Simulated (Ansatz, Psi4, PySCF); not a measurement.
C3H9O4Si, doublet, geometry from GFN2-xTB. Base run: B3LYP5/STO-3G run with PySCF.

Geometry (Å):
```xyz
17

C     -0.3860     2.6349     0.0812
O     -0.7791     1.3218     0.2633
Si     0.0231    -0.0203    -0.2673
O      0.1567    -0.1381    -1.8149
O     -0.7855    -1.2630     0.4594
C     -2.1089    -1.6081     0.2552
O      1.4544     0.0384     0.5539
C      2.4144    -0.9559     0.5962
H     -0.4012     2.8895    -0.9851
H     -1.0960     3.2799     0.6045
H      0.6289     2.7995     0.4518
H     -2.7714    -0.7563     0.4286
H     -2.2564    -1.9454    -0.7775
H     -2.3556    -2.4312     0.9302
H      1.9864    -1.9057     0.9270
H      3.2090    -0.6351     1.2741
H      2.8444    -1.1086    -0.4007
```
Charge 0, spin multiplicity 2.
Orbitals are unrestricted.
All else is at PySCF's defaults.

The same geometry, method and basis name were run in Ansatz (an electronic-structure program) and Psi4 and PySCF, at each program's defaults and at the settings that a row names. The base is PySCF at its defaults. Differences at the defaults can come from grids, fitting, cores and function types together.

```
code and settings                                                                             ΔE vs base (mEh)  basis functions      E (Eh)  SCF cycles  dipole (D)                outcome
--------------------------------------------------------------------------------------------  ----------------  ---------------  ----------  ----------  ----------  ---------------------
PySCF, defaults (exact integrals, its default grid, spherical functions)                                 0.000               53  -700.83978          15        0.73              converged
Psi4, defaults (density fitting with its default set, its default grid, spherical functions)            -2.816               53  -700.84260          13        0.74              converged
Ansatz, defaults (factorised integrals, its default grid, spherical functions)                           0.008               53  -700.83977           -           -              converged
PySCF, density fitting with def2-universal-jkfit                                                        -2.822               53  -700.84260          15        0.73              converged
PySCF, fine grid                                                                                             -                -           -           -           -  cut at the time limit
Psi4, exact integrals, spherical functions, fine grid                                                    0.011               53  -700.83977          41        0.74              converged
Ansatz, high accuracy                                                                                    0.003               53  -700.83978           -           -              converged
```

Open shells are given as the SCF converged; they aren't shown to be the lowest states, and a large step between rows can be another state.
